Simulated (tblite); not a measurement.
Species: C3H7O3S (charge -1).
Bonds: C1–S2, S2–O3 (double), S2–O4 (double), S2–O5, O5–C6, C6–C7. Hydrogens: H8, H9 on C1; H10, H11 on C6; H12, H13, H14 on C7.

Computed geometry: GFN2-xTB, gas phase.

**Question.** Give the optimised bond lengths and angles.

**Answer.** 
| bond | length (Å) |
| --- | --- |
| C1–S2 | 1.687 |
| S2=O3, S2=O4 | 1.456 |
| S2–O5 | 1.752 |
| O5–C6 | 1.387 |
| C6–C7 | 1.526 |
| C1–H8, C1–H9 | 1.086 |
| C6–H10, C6–H11 | 1.101 |
| C7–H12, C7–H13, C7–H14 | 1.088 |

Bonds in one row agree within 0.01 Å and their mean is given. A selection of angles:
| angle | degrees |
| --- | --- |
| S2–C1–H8 | 105.7 |
| H8–C1–H9 | 110.4 |
| C1–S2–O3 | 112.4 |
| C1–S2–O5 | 111.3 |
| O3–S2–O4 | 114.0 |
| O3–S2–O5 | 102.9 |
| S2–O5–C6 | 108.6 |
| O5–C6–C7 | 110.7 |
| O5–C6–H10 | 108.9 |
| C7–C6–H10 | 110.4 |
| H10–C6–H11 | 107.4 |
| C6–C7–H12 | 110.1 |
| H12–C7–H13 | 109.3 |

Torsions: C1–S2–O5–C6 180° (antiperiplanar); S2–O5–C6–C7 180° (antiperiplanar).

C1 (carbon bonded to S and 2 H) is pyramidal (angles 110.4°, 105.7° and 105.7°, sum 321.9°, 0.45 Å off the plane of its three neighbours). The O–S distances run from 1.456 Å (S2=O4, drawn double in one of several resonance forms) to 1.752 Å (S2–O5, drawn single), a spread of 0.296 Å. Of the pairs four or more bonds apart, O4···H10 is among the closest relative to their van der Waals radii: 2.41 Å, 89 % of the sum of Bondi's values. S2 (sulfonyl sulfur) is distorted tetrahedral (angles from 102.9° to 114.0°).

Point group: Cs (tolerance 0.08 Å). Its GFN2-xTB frequencies are all real (lowest 30 cm⁻¹). Torsions: H–C1–S2–O3 -56° and -173°, C1–S2–O5–C6 180°, S2–O5–C6–C7 180°. 2 starts were optimised and ended at 0.00 and 2.69 kcal/mol (GFN2-xTB); the lowest of these is shown.

One conformer stands for the species.
